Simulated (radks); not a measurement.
Values are calculated unless marked as measured or tabulated.
Problem. Ionisation of neutral silicon, [Ne] 3s2 3p2, to [Ne] 3s2 3p1 as the strength of local exchange is varied. Code: a radial shooting solver on a logarithmic mesh with Libxc functionals. Model: non-relativistic Kohn-Sham, Slater X-alpha exchange (alpha = 2/3 is LDA exchange), no correlation, spin-polarised, spherical densities, point nucleus; open shells are filled with parallel spins first.

| alpha | E(Si) (hartree) | exchange (hartree) | IE (eV) | -e of the level emptied (eV) | <r> of it (bohr) |
|---|---|---|---|---|---|
| 0.667 | -287.19129 | -18.52227 | 7.446 | 3.910 (3p) | 2.818 |
| 0.669 | -287.24683 | -18.58088 | 7.464 | 3.925 (3p) | 2.815 |
| 0.873 | -292.96031 | -24.65355 | 9.399 | 5.655 (3p) | 2.592 |
| 0.995 | -296.42254 | -28.37505 | 10.653 | 6.807 (3p) | 2.481 |
| 1.006 | -296.73637 | -28.71389 | 10.770 | 6.915 (3p) | 2.472 |
| ? | -284.17803 | -15.35586 | 6.499 | 3.094 (3p) | 2.963 |

Which alpha was used in the last row?

Solution. alpha = 0.558. NIST Atomic Spectra Database: 8.152 eV (measured). The Delta-SCF value meets it near alpha = 0.74. Open shells are spherical and high-spin; term and fine-structure splittings are not resolved.
